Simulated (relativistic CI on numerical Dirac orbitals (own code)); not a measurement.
# Radial parameters of Ta XLIX

Calculated at this level of theory: Dirac-Coulomb-Breit CI, orbitals from a KLI potential per configuration, a model potential for QED, unscaled Slater integrals (own radial code, finite nucleus).

Slater integrals F^k, G^k are unscaled and averaged over j, outside the closed core [Ne]; ζ comes from projecting the Hamiltonian with its Breit term on Σ l·s of the shell.

- 3s2.3p6.3d7: F^2(3d,3d) = 581420, F^4(3d,3d) = 375250, ζ(3d) = 208650 cm⁻¹; <r>(3d) = 0.1754, <r^2>(3d) = 0.0357 (bohr units).
- 3s2.3p5.3d8: ζ(3p) = 1.5922e+06, F^2(3d,3d) = 580550, F^4(3d,3d) = 374660, F^2(3p,3d) = 505450, G^1(3p,3d) = 541320, G^3(3p,3d) = 360250, ζ(3d) = 206970 cm⁻¹; <r>(3p) = 0.1953, <r^2>(3p) = 0.04423, <r>(3d) = 0.1756, <r^2>(3d) = 0.0358 (bohr units).
- 3s2.3p4.3d9: F^2(3p,3p) = 501430, ζ(3p) = 1.5913e+06, F^2(3p,3d) = 505040, G^1(3p,3d) = 541320, G^3(3p,3d) = 360110, ζ(3d) = 205300 cm⁻¹; <r>(3p) = 0.1955, <r^2>(3p) = 0.0443, <r>(3d) = 0.1758, <r^2>(3d) = 0.03589 (bohr units).

Give the Racah parameters of the d shell in 3s2.3p6.3d7.

B = F²/49 − 5F⁴/441 = 7611 cm⁻¹ and C = 35F⁴/441 = 29782 cm⁻¹.

Averages of the first 10 configurations, taken without configuration mixing, which lowers the lowest level and can move excited configurations by several eV; other configurations of the list can lie among them:

```csv
Configuration,Parity,States,Average energy above the lowest level (eV)
3s2.3p6.3d7,even,120,89.9
3s2.3p5.3d8,odd,270,578.6
3s2.3p4.3d9,even,150,1075.4
3s.3p6.3d8,even,90,1005.6
3p6.3d9,even,10,1932.2
3s.3p5.3d9,odd,120,1492.8
3s2.3p6.3d6.4s,even,420,1777.1
3s2.3p6.3d6.4p,odd,1260,1938.3
3s2.3p4.3d8.4s,even,1350,2743.6
3s2.3p6.3d6.4d,even,2100,2123.3
```
